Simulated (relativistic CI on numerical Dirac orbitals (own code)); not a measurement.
Crystal-field levels of Tm³⁺, 4f12

Calculated by Dirac-Coulomb-Breit CI, separate exchange-only KLI orbitals for each configuration, a model potential for QED, valence Slater integrals scaled by 0.85, one configuration in a parametric crystal field (own radial code).

Field parameters in Wybourne normalisation; cubic f-shell fields have B⁴₄ = √(5/14) B⁴₀ and B⁶₄ = −√(7/2) B⁶₀. The field is a parameter set, without covalency.

S is read from ⟨S²⟩ = S(S + 1).

Levels (cm⁻¹, degeneracy): 0 (2), 49 (3), 469 (1), 622 (3), 706 (3), 761 (1), 5869 (2), 5895 (3), 5943 (1), 6565 (3), 8200 (3), 8478 (3).

Problem. Which field gives this pattern?
A. Oh, B40 = 1030, B60 = 460 cm⁻¹
B. Oh, B40 = -2650, B60 = -510 cm⁻¹
C. Oh, B40 = 310, B60 = 640 cm⁻¹

Solution. B. Oh, B40 = -2650, B60 = -510 cm⁻¹, ground level with S = 0.99.
